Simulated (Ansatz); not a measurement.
All numbers were calculated with Ansatz.

Basis-set series for H6KNSi2. The species carries charge 0 and has multiplicity 1. The bonds changed during the relaxation, so this is another structure than the one it started from. Geometry: relaxed with PBE0-D4/def2-TZVP.

```tsv
atom	x (Å)	y (Å)	z (Å)
Si1	-0.379	0.527	1.468
N2	0.025	0.194	-0.107
Si3	0.343	-1.029	-1.184
K4	0.184	2.358	-1.333
H5	-0.505	2.041	1.596
H6	-1.698	0.009	1.961
H7	0.619	0.155	2.524
H8	0.620	-0.384	-2.537
H9	1.558	-1.870	-0.926
H10	-0.766	-2.000	-1.463
```

| functional | basis | functions | energy (Eh) | HOMO (eV) | LUMO (eV) |
| --- | --- | --- | --- | --- | --- |
| PBE0-D4 | def2-SVP | 104 | -1236.53525 | -5.54 | -1.32 |
| PBE0-D4 | def2-QZVPP | 447 | -1236.93046 | -5.76 | -1.29 |
| ωB97M-V | def2-SVP | 104 | -1236.91047 | -7.73 | -0.79 |
| ωB97M-V | def2-QZVPP | 447 | -1237.30619 | -8.00 | -0.77 |

Question: Give the rows for def2-TZVPP. (An estimate is asked.)

Answer: The calculation gave: 
```tsv
functional	basis	functions	energy (Eh)	HOMO (eV)	LUMO (eV)
PBE0-D4	def2-TZVPP	232	-1236.89171	-5.72	-1.29
ωB97M-V	def2-TZVPP	232	-1237.27059	-7.96	-0.77
```

Scalar relativity is left out up to krypton.
